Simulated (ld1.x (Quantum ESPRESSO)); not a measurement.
# Building the TM potential for Be (PBE, scalar-relativistic).

Be (Z = 4), norm-conserving Troullier–Martins (Kleinman–Bylander form), made with ld1.x (Quantum ESPRESSO) 7.5 (PBE, scalar-relativistic). Core none, reference 1s2 2s2 2p0. Waves: 2p (bound, empty): rc 4.20 bohr; 1s (bound): rc 0.45 bohr. Local part: the s channel. Core correction: none.

Occupied shells without a wave of their own: 2s. They enter only through the test configuration that unscreens the potential.

- Cutoffs needed: over 300 Ry and over 300 Ry (the cutoffs (Ry, on a coarse ladder) from which the occupation-weighted sum of valence levels, in a spherical-Bessel basis at the reference potential, stays within 10 and 1 mRy of its value at 400 Ry)
- Ghost test: no extra level below or beside the all-electron valence levels (p, s, d, f tested) (spherical-Bessel basis up to 400 Ry, 20 bohr box)
- Largest excitation error: +631 meV (all-electron minus pseudo) for 1s2 2s0 2p1, out of 7 test configurations
